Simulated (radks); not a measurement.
The numbers below are computed, except where a source is named.
Question: Radial electron density D(r) = 4 pi r^2 rho(r) of an atom or ion with 65 electrons. Level of theory: scalar-relativistic Kohn-Sham, PBEsol, spin-polarised, spherical densities, point nucleus (a radial shooting solver on a logarithmic mesh with Libxc functionals).

```
   r/bohr * D(r) (the largest magnitude, 118, reaches the edge; | marks zero)
 0.003508 |             *
 0.004117 |                *
 0.004793 |                    *
  0.00558 |                       *
 0.006496 |                           *
 0.007562 |                               *
 0.008804 |                                  *
  0.01025 |                                     *
  0.01203 |                                       *
    0.014 |                                        *
   0.0163 |                                        *
  0.01898 |                                       *
  0.02209 |                                     *
  0.02572 |                                    *
  0.02994 |                                    *
  0.03513 |                                      *
   0.0409 |                                          *
  0.04762 |                                               *
  0.05543 |                                                    *
  0.06453 |                                                      *
  0.07513 |                                                    *
  0.08746 |                                                *
   0.1026 |                                          *
   0.1195 |                                        *
   0.1391 |                                           *
   0.1619 |                                              *
   0.1885 |                                                *
   0.2195 |                                           *
   0.2555 |                                 *
   0.2998 |                        *
    0.349 |                    *
   0.4063 |                      *
    0.473 |                        *
   0.5507 |                        *
   0.6411 |                   *
   0.7463 |             *
   0.8758 |         *
     1.02 |      *
    1.187 |     *
    1.382 |    *
    1.609 |  *
    1.873 | *
     2.18 |*
    2.559 |*
    2.979 *
    3.467 *
    4.037 *
    4.699 *
    5.471 *
    6.369 *
    7.474 *
    8.701 *
    10.13 *
```

What is the nuclear charge?

Answer: Z = 66. The innermost maximum, from 1s, lies near gamma/Z bohr with gamma = sqrt(1 - (Z/c)^2) = 0.876, here 0.0133 bohr (found: 0.0146), and its height grows with Z. The density is that of the dysprosium ion Dy+ in [Xe] 4f10 6s1; the configuration itself is not fixed sharply by these data, and Z only to a few units. D(r) has 4 maxima, at r = 0.0146, 0.0651, 0.181, 0.496 bohr, and minima at 0.0279, 0.119, 0.355 bohr, inside which lie 1.93, 11.10, 29.50 electrons.
